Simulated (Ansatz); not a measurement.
CH$_{5}$F$_{2}$NSi (`NC(F)(F)[SiH3]`), relaxed with RKS PBE0-D4/def2-TZVP in Ansatz from a PBE-D4/def2-SVP geometry. The force threshold is 0.005 eV/Å; the program also tests the step.

Charge 0, multiplicity 1.

Start:

```xyz
10

N     0.265   -0.105   -1.609
C    -0.602   -0.101   -0.475
F    -1.519    0.912   -0.664
F    -1.281   -1.303   -0.475
Si    0.185    0.126    1.291
H     0.766    0.787   -1.694
H     0.949   -0.867   -1.549
H     0.921    1.437    1.303
H    -0.854    0.106    2.373
H     1.170   -0.992    1.498
```

By how much does the energy fall, and how many steps does the optimiser take? (Estimate.)

Ansatz gave: 3.33 kJ/mol, in 5 steps.

Which bonds change most? (An estimate is asked.)

Computed: Si5–H8 from 1.504 to 1.485 Å; Si5–H10 from 1.504 to 1.485 Å; Si5–H9 from 1.501 to 1.482 Å; C2–Si5 from 1.946 to 1.930 Å.

Give the relaxed structure. (Estimate.)

The calculation gave: 
```xyz
10

N     0.269   -0.102   -1.588
C    -0.594   -0.101   -0.461
F    -1.506    0.898   -0.658
F    -1.276   -1.285   -0.479
Si    0.189    0.125    1.289
H     0.759    0.778   -1.675
H     0.937   -0.861   -1.538
H     0.908    1.425    1.282
H    -0.847    0.104    2.348
H     1.161   -0.982    1.480
```
